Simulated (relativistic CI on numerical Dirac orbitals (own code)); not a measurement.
**Line list: Electric-dipole lines, As¹⁹⁺**

These numbers are calculated, not measured: Dirac-Coulomb-Breit CI, KLI orbitals optimised for each configuration, model QED (radiative potential, 1s self-energy scaled to tabulated hydrogen-like ionisation energies), unscaled Slater integrals (own radial code, finite nucleus).

Configurations in the expansion (outside the closed core [Ne]): 3s2.3p2, 3s.3p3, 3s2.3p.3d, 3p4, 3s.3p2.3d, 3p3.3d, 3s.3p.3d2, 3s2.3d.4p, 3p3.4s, 3s2.3p.4s, 3p3.4p, 3s.3p.3d.4s, 3s2.3p.4p, 3s2.3d2, 3s.3d3, 3p2.3d2, 3p.3d3, 3p.3d2.4s, 3p.3d2.4p, 3s2.3d.4s, 3s.3d2.4s. Double excitations out of closed p, d and f shells are left out; levels of such configurations are missing from the list, as are those of other unlisted configurations, and high levels can miss mixing partners.

| λ vac (Å) | Lower | Upper | A (s⁻¹) | gf | Branching (%) |
| --- | --- | --- | --- | --- | --- |
| 129.12 | 3s.3p3 3D°_3 [9] | 3s.3p2.3d 3F_4 [67] | 8.72e+10 | 1.96e+00 | 97.0 |
| 130.58 | 3s2.3p2 3P_0 [1] | 3s2.3p.3d 3D°_1 [20] | 9.06e+10 | 6.95e-01 | 81.7 |
| 132.18 | 3s2.3p2 3P_1 [2] | 3s2.3p.3d 1D°_2 [21] | 4.39e+10 | 5.75e-01 | 38.1 |
| 132.86 | 3s2.3p2 1D_2 [4] | 3s2.3p.3d 1F°_3 [26] | 9.63e+10 | 1.78e+00 | 85.3 |
| 133.19 | 3s.3p3 5S°_2 [6] | 3s.3p2.3d 5P_1 [47] | 9.50e+10 | 7.58e-01 | 99.0 |
| 134.01 | 3s2.3p2 3P_2 [3] | 3s2.3p.3d 3D°_3 [24] | 9.74e+10 | 1.83e+00 | 89.3 |
| 134.15 | 3s.3p3 5S°_2 [6] | 3s.3p2.3d 5P_2 [46] | 8.63e+10 | 1.16e+00 | 95.9 |
| 135.77 | 3s.3p3 5S°_2 [6] | 3s.3p2.3d 5P_3 [44] | 7.83e+10 | 1.51e+00 | 96.7 |
| 136.13 | 3s2.3p2 3P_2 [3] | 3s2.3p.3d 1D°_2 [21] | 3.84e+10 | 5.34e-01 | 33.4 |
| 140.15 | 3s2.3p2 1S_0 [5] | 3s2.3p.3d 1P°_1 [27] | 9.18e+10 | 8.11e-01 | 97.4 |
| 140.31 | 3s2.3p2 3P_1 [2] | 3s2.3p.3d 3P°_2 [19] | 4.64e+10 | 6.84e-01 | 54.4 |
| 141.33 | 3s.3p3 3D°_3 [9] | 3s.3p2.3d 3D_3 [56] | 3.99e+10 | 8.36e-01 | 65.4 |
| 144.74 | 3s2.3p2 1D_2 [4] | 3s2.3p.3d 3D°_2 [25] | 5.72e+10 | 8.99e-01 | 59.8 |
| 147.72 | 3s2.3p.3d 3D°_3 [24] | 3s2.3d2 3F_4 [90] | 9.88e+10 | 2.91e+00 | 68.6 |
| 152.84 | 3s2.3p.3d 1F°_3 [26] | 3s2.3d2 1G_4 [95] | 1.03e+11 | 3.24e+00 | 94.8 |
| 165.37 | 3s2.3p2 1D_2 [4] | 3s.3p3 1P°_1 [18] | 5.48e+10 | 6.74e-01 | 63.7 |
| 165.87 | 3s2.3p2 3P_2 [3] | 3s.3p3 3S°_1 [14] | 6.31e+10 | 7.81e-01 | 60.4 |
| 166.60 | 3s2.3p.3d 3F°_4 [17] | 3s.3p2.3d 3D_3 [77] | 5.41e+10 | 1.58e+00 | 66.5 |
| 167.06 | 3s2.3p.3d 3F°_4 [17] | 3s.3p2.3d 3F_4 [75] | 5.43e+10 | 2.04e+00 | 57.9 |
| 173.37 | 3s2.3p.3d 1F°_3 [26] | 3s.3p2.3d 1F_3 [87] | 5.60e+10 | 1.77e+00 | 29.2 |

Terms are leading LS components. Brackets give the number of a level in order of energy, since labels repeat. The list gives strong lines, with weight on those to low levels, without lines whose two gauges differ by over a factor of 2.5, among the lowest 200 of 976 levels, so that lines to higher ones, which can be the strongest, are missing. Levels whose partners in the same complex of configurations lie outside the list can be far off, and so can their lines. Rates are taken at the computed energies, electric ones in the length gauge.

At this charge energies of transitions that change n are usually good to better than 1 %, and those within a shell (Δn = 0) to a few per cent.

LS names give the leading component of a level, which can be under half, so a name can repeat, a term be missing and a line seem to break the LS rules.
